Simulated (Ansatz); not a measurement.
A structure relaxed at PBE-D4/def2-SVP in Ansatz, charge 0, singlet:

```xyz
9

Si   -1.323    1.544    0.450
Si   -1.275   -0.986    0.957
Si    1.981   -1.513    0.485
Si    1.880    1.647   -0.540
Si   -2.438   -1.257   -1.164
O    -1.695    0.233   -0.785
O     0.298   -1.556    0.663
O     2.281    0.065   -0.058
O     0.290    1.824   -0.008
```

Give its formula.

the cluster Si5O4.

Summarise the bond lengths by kind (pairs closer than 1.2 times the sum of covalent radii, bridged metal pairs left out).

8 × O–Si 1.69 to 1.84 Å; 2 × Si–Si 2.43 to 2.58 Å.

The restricted singlet is unstable towards broken spin symmetry in Hartree–Fock (as tested in another run); at PBE-D4/def2-SVP this wasn't settled. Another isomer (singlet) lies 0.38 eV lower at PBE0-D4/def2-TZVP; other spin states weren't run for this one.
